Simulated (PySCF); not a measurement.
Energy of Rh⁺ (rhodium, charge +1) between two integer charges

The 4d beta orbital of [Kr] 4d8 is emptied in steps (occupation f), with all orbitals relaxed, ending at [Kr] 4d7. Computed with PySCF 2.14 in x2c-TZVPall (8s6p6d1f, 63 functions), with the spin-free X2C one-electron Hamiltonian (Gaussian nucleus). The exact energy is a straight line in f; departures are measured from the line between the end points of the same method.

Q: Among PBE0, r2SCAN, LC-wPBE, which shows the largest delocalisation error (convex curve), and which is closest to linear?

A: Most convex: r2SCAN (-1.260 eV at f = 0.4); closest to linear: LC-wPBE (-0.230 eV).

```tsv
f	PBE0 (eV)	r2SCAN (eV)	LC-wPBE (eV)
1	0.000	0.000	0.000
0.8	-0.609	-0.836	-0.147
0.6	-0.919	-1.258	-0.226
0.4	-0.925	-1.260	-0.230
0.2	-0.620	-0.841	-0.156
0	0.000	0.000	0.000
```

```json
{"method": "PBE0", "E(f=0) − E(f=1) (eV)": "18.404", "−ε at f=1 (eV)": "14.626", "−ε at f=0.4 (eV)": "19.149"}
{"method": "r2SCAN", "E(f=0) − E(f=1) (eV)": "18.394", "−ε at f=1 (eV)": "13.192", "−ε at f=0.4 (eV)": "19.435"}
{"method": "LC-wPBE", "E(f=0) − E(f=1) (eV)": "18.321", "−ε at f=1 (eV)": "17.423", "−ε at f=0.4 (eV)": "18.492"}
```

Reference removal energy between the ground levels: 18.08 eV (semi-empirical (NIST evaluation); NIST Atomic Spectra Database, ionization energies). The calculation has no spin-orbit coupling. The determinant left behind need not be the lowest term of the ion.
